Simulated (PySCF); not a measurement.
C₂H₃BN₂O, SMILES OB1C=NC=N1.

The structure is a stationary point at PBE0-D3(BJ)/def2-SVP. The structure was generated by enumeration, and PubChem lists no compound with its InChIKey, so it may never have been made. The values are those of a single conformer.

Calculation: PySCF with PBE0-D3(BJ)/def2-SVP.

Frequencies are harmonic and unscaled.

```csv
mode,ν (cm⁻¹),IR (km/mol),moving atoms (share of kinetic energy)
1,154,0.0,"N 33 %, C 21 %, O 18 %, B 16 %, H 12 %"
2,353,17.6,"O 32 %, N 22 %, H 18 %, C 17 %, B 12 %"
3,391,1.2,"N 40 %, H 32 %, C 26 %"
4,585,10.5,"O 42 %, N 20 %, C 16 %, B 14 %, H 9 %"
5,608,16.5,"H 47 %, B 33 %, N 10 %, C 9 %"
6,722,150.5,"H 58 %, B 21 %, O 11 %, N 9 %"
7,813,11.9,"N 52 %, C 25 %, B 15 %"
8,846,13.4,"C 42 %, N 35 %, H 21 %"
9,906,22.4,"H 67 %, C 22 %, B 10 %"
10,919,26.9,"N 39 %, C 31 %, H 15 %, B 9 %"
11,1009,85.9,"H 50 %, C 27 %, N 14 %, O 8 %"
12,1023,0.0,"H 59 %, C 35 %"
13,1196,168.6,"H 48 %, B 34 %"
14,1284,5.5,"H 61 %, C 18 %, N 12 %"
15,1350,60.2,"H 71 %, N 13 %, C 11 %"
16,1538,377.8,"B 72 %, O 22 %"
17,1650,79.7,"C 54 %, N 43 %"
18,1712,61.0,"C 53 %, N 42 %"
19,3168,28.8,"H 91 %, C 9 %"
20,3183,7.5,"H 91 %, C 9 %"
21,3861,129.5,H 94 %
```
